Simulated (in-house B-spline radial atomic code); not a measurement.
## Response and correlation of Sb IV (Sb3+)

Closed shell [Kr] 4d10 5s2. Computed with a B-spline radial code for spherical atoms: Dirac-Hartree-Fock, relativistic RPA (time-dependent Dirac-Hartree-Fock) for the response and second-order many-body perturbation theory for correlation, no-pair Dirac-Coulomb Hamiltonian, finite nucleus.

```tsv
multipole (bohr³, bohr⁵, bohr⁷)	uncoupled	coupled RPA
dipole	11.513	12.163
quadrupole	24.918	?
octupole	148.75	186.15
```

**Question.** What is the coupled quadrupole polarisability?

**Answer.** 31.745 atomic units, +27 % against the uncoupled value.

**Question.** Which subshells carry the dipole polarisability?

**Answer.** 5s1/2 97.4 %, 4d5/2 1.7 %, 4d3/2 1.0 %.

**Question.** What does the dipole shielding factor come to?

**Answer.** The dipole shielding factor is 0.941, against the exact N/Z = 48/51 = 0.941 of the non-relativistic theorem.

Dipole polarisability at imaginary frequency:

```csv
u (Eh),α(iu) (bohr³)
0,12.16
0.4,7.051
1.2,2.585
2.4,1.276
4,0.6786
8,0.2414
16,0.07948
40,0.01808
```

**Question.** What dispersion coefficients follow for two such ions (the dispersion part alone)?

**Answer.** C6 = (3/π)∫α(iu)²du = 59.39 hartree·bohr⁶ and C8 = 980.9 hartree·bohr⁸.

Lowest J = 1 odd-parity excitations:

```json
{"energy (eV)": "6.2722", "oscillator strength": "0.00712", "leading channel": "5s1/2 → p1/2", "weight": "0.759"}
{"energy (eV)": "11.006", "oscillator strength": "1.63", "leading channel": "5s1/2 → p3/2", "weight": "0.737"}
{"energy (eV)": "25.224", "oscillator strength": "0.00615", "leading channel": "5s1/2 → p1/2", "weight": "0.875"}
{"energy (eV)": "25.788", "oscillator strength": "0.0244", "leading channel": "5s1/2 → p3/2", "weight": "0.872"}
{"energy (eV)": "31.82", "oscillator strength": "0.00437", "leading channel": "5s1/2 → p1/2", "weight": "0.905"}
{"energy (eV)": "32.056", "oscillator strength": "0.0239", "leading channel": "5s1/2 → p3/2", "weight": "0.903"}
{"energy (eV)": "36.035", "oscillator strength": "0.00023", "leading channel": "5s1/2 → p1/2", "weight": "0.672"}
{"energy (eV)": "36.223", "oscillator strength": "0.0844", "leading channel": "5s1/2 → p1/2", "weight": "0.331"}
```

For an outer ns² shell RPA puts the lowest triplet far too low, and second order misses the ns²-np² near-degeneracy.

Second-order correlation energy by the highest angular momentum of the excited pair (hartree): s -0.02492, p -0.2582, d -0.696, f -1.15, g -0.3627, h -0.1595, i -0.07278, k -0.03725.

**Question.** What is the second-order correlation energy at the partial-wave limit?

**Answer.** The listed waves sum to -2.7619 hartree; extrapolating the increments as (l + 1/2)⁻⁴ gives -2.838 hartree, -1.61 eV per electron.
